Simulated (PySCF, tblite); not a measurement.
Isomers of C3H7FSSi. Method: GFN2-xTB as coded in tblite; computed harmonic values from a numerical Hessian at the method's own geometry, unscaled. Against measured fundamentals such values can be off by several per cent, at times by over 20. Modes of hydrogen on silicon can be 10 to 20 % off. One conformer each.

Electronic energies: PBE0/pcSseg-1 single points on the GFN2-xTB geometries (PySCF, gas phase).

```csv
SMILES,"electronic energy, lowest = 0 (kJ/mol)"
C=C(CF)S[SiH3],128.1
C=C([SiH2]F)SC,0.0
C[SiH2]S/C=C/F,92.4
```

Problem. How do GFN2-xTB zero-point energies change the relative energies?

Solution. 
```json
{"SMILES": "C=C([SiH2]F)SC", "ZPE (kJ/mol)": "232.2", "of it from modes above 1550 cm⁻¹": "129.4", "electronic (kJ/mol)": "0.0", "with ZPE, lowest = 0 (kJ/mol)": "0.0", "lowest mode (cm⁻¹)": "44", "rings": "0"}
{"SMILES": "C[SiH2]S/C=C/F", "ZPE (kJ/mol)": "230.8", "of it from modes above 1550 cm⁻¹": "128.7", "electronic (kJ/mol)": "92.4", "with ZPE, lowest = 0 (kJ/mol)": "90.9", "lowest mode (cm⁻¹)": "34", "rings": "0"}
{"SMILES": "C=C(CF)S[SiH3]", "ZPE (kJ/mol)": "228.2", "of it from modes above 1550 cm⁻¹": "124.4", "electronic (kJ/mol)": "128.1", "with ZPE, lowest = 0 (kJ/mol)": "124.1", "lowest mode (cm⁻¹)": "18", "rings": "0"}
```

The zero-point energies span 4.0 kJ/mol, from `C=C(CF)S[SiH3]` to `C=C([SiH2]F)SC`. The order is unchanged.

Problem. And how do the electronic energies of GFN2-xTB itself compare?

Solution. `C=C([SiH2]F)SC` 0.0; `C[SiH2]S/C=C/F` 93.0; `C=C(CF)S[SiH3]` 70.1 kJ/mol, lowest = 0. Against the energies above, taken from the same isomer `C=C([SiH2]F)SC`, the largest difference is 58.0 kJ/mol.
